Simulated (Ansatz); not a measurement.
Basis-set extrapolation for CH3BF2Si (PBE0-D4/def2-TZVP geometry, frozen core, Ansatz 0.2.0). Multiplicity 1, RHF reference.

|  | def2-TZVPP | def2-QZVPP |
| --- | --- | --- |
| HF | -552.197291 | -552.218329 |
| MP2 correlation | -0.880149 | -0.953629 |
| CCSD(T) correlation | -0.941646 | not run |

Energies in hartree. Use E(X) = E(∞) + A·exp(−7.88·√X) for Hartree–Fock and E(X) = E(∞) + B·X^(−2.97) for correlation, with X = 3 and 4, and add CCSD(T) minus MP2 of the smaller set to the MP2 limit.

**Question.** What is the CCSD(T) energy at the basis-set limit?

**Answer.** HF limit: -552.218329 + (-0.021038) × 0.13774 = -552.22123. MP2 limit: -0.953629 + (-0.073480) × 0.74074 = -1.00806. Higher-order term: -0.941646 − (-0.880149) = -0.06150. Total: -553.29079 hartree, 95.3 kcal/mol below CCSD(T)/def2-TZVPP.
